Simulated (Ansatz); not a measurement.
Ansatz (a first-principles code) input:

Ansatz 0.2 input:
```yaml
crystal:
  periodic: [false, false, false]
  atoms:
    - {symbol: Sc, position_ang: [-0.00000000, -0.00000000, -0.00000000]}
    - {symbol: F, position_ang: [-1.64065751, -0.99238502, 0.05453133]}
    - {symbol: F, position_ang: [0.02527590, 1.77173437, -0.73476338]}
    - {symbol: F, position_ang: [1.61538161, -0.77934935, 0.68023204]}
basis:
  gaussian:
    orbitals: def2-TZVPD
hamiltonian:
  xc: {name: B3LYP}
total_charge: -1
magnetization: {spin_polarized: true, initial_magnetization: 1}
output: {forces: true}
```

**Question.** What final total energy does it print?

**Answer.** -1060.69879 Eh (B3LYP/def2-TZVPD). The basis has 168 functions.

The spin state was set by rule; other spins were not relaxed.
